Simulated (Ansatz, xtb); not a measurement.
# Two isomers of C6H5NO2

We compare a, `C#C/C(O)=N\C=C/C=O`, a singlet, with b, `C#CC(=O)N/C=C/C=O`, a singlet. Both are isolated molecules in the gas phase, relaxed with B3LYP/def2-SVP; each stands in its lowest conformer found.

Quicker runs give these differences E(b) − E(a): GFN2-xTB −10.5 kcal/mol; HF/STO-3G −12.7 kcal/mol (at GFN2-xTB geometries); r2SCAN-D4/def2-SVP −16.3 kcal/mol (at GFN2-xTB geometries).

**Question.** Estimate E(b) − E(a) at the level CCSD(T)/def2-SVP + ΔMP2/def2-TZVPP.

**Answer.** Calculated at CCSD(T)/def2-SVP + ΔMP2/def2-TZVPP: E(b) − E(a) = −12.5 kcal/mol, so structure b lies lower.

The same difference at several levels:

```csv
level,geometry,E(b) − E(a) (kcal/mol),departure from the last row (kcal/mol),"job, with rough time for the two"
GFN2-xTB,GFN2-xTB,−10.5,+2.0,"optimisation, 0.58 s"
HF/STO-3G,GFN2-xTB,−12.7,−0.2,"single point, 2.3 s"
r2SCAN-D4/def2-SVP,GFN2-xTB,−16.3,−3.8,"single point, 13 s"
B3LYP/def2-SVP,B3LYP/def2-SVP,−15.5,−3.1,"optimisation, 4.3 min"
HF/def2-SVP,B3LYP/def2-SVP,−17.3,−4.8,part of the CCSD(T) run
MP2/def2-SVP,B3LYP/def2-SVP,−15.3,−2.9,part of the CCSD(T) run
CCSD(T)/def2-SVP,B3LYP/def2-SVP,−14.8,−2.4,single point
CCSD(T)/def2-SVP + ΔMP2/def2-TZVPP,B3LYP/def2-SVP,−12.5,,"single point, 7.4 min"
```

As drawn, b has 1 C=O, 1 C–N, 1 N–H in place of 1 C–O, 1 C=N, 1 O–H.

The levels shown agree on the order. The largest departure from CCSD(T)/def2-SVP + ΔMP2/def2-TZVPP is that of HF/def2-SVP, 4.8 kcal/mol. A small imaginary or near-zero mode remains, so no thermal terms are given. The last row adds to CCSD(T) the change of the MP2 difference between the two basis sets, here +2.4 kcal/mol.

The correlated steps freeze 9 core orbitals. Run with Ansatz 0.2.0, xtb 6.7.1; the last row on 2 threads of Intel(R) Xeon(R) Processor @ 2.50GHz (Skylake/Cascade Lake) on a shared host.
